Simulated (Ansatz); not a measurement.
Species: C₅H₆, SMILES `C=C1[C@H]2C[C@@H]12` (charge 0, multiplicity 1).

Q: Give a relaxed geometry from Ansatz (a program for electronic structure) with B3LYP-D3(BJ)/def2-TZVP.

A: the end point of this relaxation (outside a Z-matrix the atoms follow the SMILES, hydrogens last).
Z-matrix (Å, degrees):
```
C
C 1 1.3220
H 2 1.0813 1 120.96
H 2 1.0813 3 118.08 1 179.99
C 1 1.4483 2 146.84 3 -11.92
H 5 1.0783 1 129.22 2 -50.47
C 1 1.4483 2 146.84 3 -168.09
H 7 1.0783 1 129.22 2 50.47
C 5 1.4971 6 127.70 1 153.39
H 9 1.0854 5 116.25 6 -9.17
H 9 1.0862 10 114.29 5 -144.74
```
